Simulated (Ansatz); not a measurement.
Total energies of BGeH₇Si, SMILES `[BH2][GeH2][SiH3]`.

Cartesian coordinates in Å:
```
B 1.880 0.188 0.591
Ge 0.312 -0.944 -0.059
Si -1.514 0.576 -0.358
H 2.036 0.399 1.756
H 2.611 0.717 -0.192
H -0.157 -2.012 0.946
H 0.549 -1.627 -1.419
H -2.707 -0.156 -0.859
H -1.858 1.228 0.934
H -1.152 1.631 -1.340
```

The species carries charge 0 and has multiplicity 1. Correlated methods include outer-core shells of Ge, which these sets cover unevenly. Scalar relativity is left out up to krypton. The structure was optimised at the PBE0-D4/def2-TZVP level. Basis def2-TZVPP, Ansatz.

RPA on PBE orbitals: Hartree–Fock energy of these orbitals -2392.98478 Eh, correlation -0.90956 Eh (frozen core).

| functional | energy without D4 (Eh) | D4 term (kJ/mol) |
| --- | --- | --- |
| PBE | -2394.99726 | -18.1 |
| revPBE | -2395.29649 | -48.3 |
| r2SCAN | -2395.46727 | -4.3 |
| B97M-V | -2395.07685 | – |
| PBE0 | -2395.09720 | -15.4 |
| B3LYP | -2395.60932 | -29.3 |
| r2SCANh | -2395.45819 | -4.7 |
| HSE06 (plane-wave form) | -2395.08804 | -14.6 |
| BHLYP | -2395.49249 | -24.8 |
| LC-ωPBE | -2395.14366 | – |
| ωB97X-V | -2395.28630 | – |
| ωB97M-V | -2395.34773 | – |
| B2PLYP | -2394.99943 | – |
| PBE-QIDH | -2394.68068 | – |

Problem. Give the same for LDA (SPW92), BLYP, r2SCAN0, CAM-B3LYP. (Best estimate.)

Solution. Ansatz gave: 
| functional | energy without D4 (Eh) | D4 term (kJ/mol) |
| --- | --- | --- |
| LDA (SPW92) | -2390.84318 | – |
| BLYP | -2395.54735 | -38.7 |
| r2SCAN0 | -2395.44579 | -5.2 |
| CAM-B3LYP | -2395.62906 | -15.9 |

B3LYP takes the VWN-RPA correlation (the form of Gaussian; ORCA's B3LYP/G). HSE06 is the plane-wave form, built on full-range PBE exchange. The double hybrids freeze the cores in their second-order part.

LC-ωPBE has ω = 0.4 bohr⁻¹.
